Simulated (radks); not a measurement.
Coulomb parameter of the 3d shell of the vanadium ion V2+ in the model configuration [Ar] 3d2 4s1, as a second difference U = [E(n + 0.5) + E(n - 0.5) - 2 E(n)] / (0.5)^2 with all orbitals relaxed. "Bare": the charge of the atom changes with n. "Screened": the 4s shell takes up the change at fixed total charge, which measures U(3d,3d) + U(4s,4s) - 2 U(3d,4s). All-electron calculation, Dirac Kohn-Sham, PBE, spin-unpolarised, spherical densities, finite nucleus; open shells are shared between the two j in proportion to 2j + 1; Fermi nuclear charge, rms radius 3.6002 fm. Program: a radial shooting solver on a logarithmic mesh with Libxc functionals. Estimate both.

Answer. U(bare) = 15.587 eV, U(screened by 4s) = 3.659 eV.
